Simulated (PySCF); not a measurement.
These are PBE0-D3(BJ)/def2-TZVP in PySCF values and carry that method's errors. Isolated molecules, 0 K electronic values unless said otherwise. One relaxed conformer stands for a flexible species; it need not be the lowest. Delta-SCF ions had no search for a lower state. 

Reference species (SMILES): `[Cl][Ge]([Cl])([Cl])[Cl]` (neutral, multiplicity 1).

```yaml
LUMO: -2.22 eV
S1 oscillator strength: 0.000
HOMO–LUMO gap: 7.44 eV
vertical ionisation energy (Delta-SCF): 11.58 eV
```

Changed species: `[SH][Ge]([SH])([SH])[Cl]` (3 of 4 Cl replaced by SH; the reference has 0 of 4 Cl replaced by SH).

### Question
What does the change do to the LUMO, S1 oscillator strength, HOMO–LUMO gap and vertical ionisation energy (Delta-SCF)?

### Answer
the LUMO increases by 0.66 eV, to -1.56 eV; the S1 oscillator strength increases by 0.013, to 0.013; the HOMO–LUMO gap decreases by 1.23 eV, to 6.21 eV; the vertical ionisation energy (Delta-SCF) falls by 2.00 eV, to 9.58 eV.
